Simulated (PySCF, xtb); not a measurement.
BrH₃OSiTe, SMILES [SiH3]O[Te]Br. Other conformers were not sampled.

Harmonic wavenumbers (cm⁻¹) from GFN2-xTB (xtb) at its own minimum, in rising order: 41, 79, 127, 165, 281, 425, 619, 641, 728, 793, 821, 882, 2249, 2285, 2355.

Q: What does B3LYP-D3(BJ)/def2-SVP (PySCF 2.14.0) give at its own minimum? (An estimate is asked for; the answer gives what the named calculation found.)

A: 33, 64, 141, 170, 247, 488, 713, 725, 886, 942, 958, 987, 2219, 2236, 2250. Paired by order, the mean absolute difference is 70 cm⁻¹ and the zero-point energies are 17.9 and 18.7 kcal/mol.
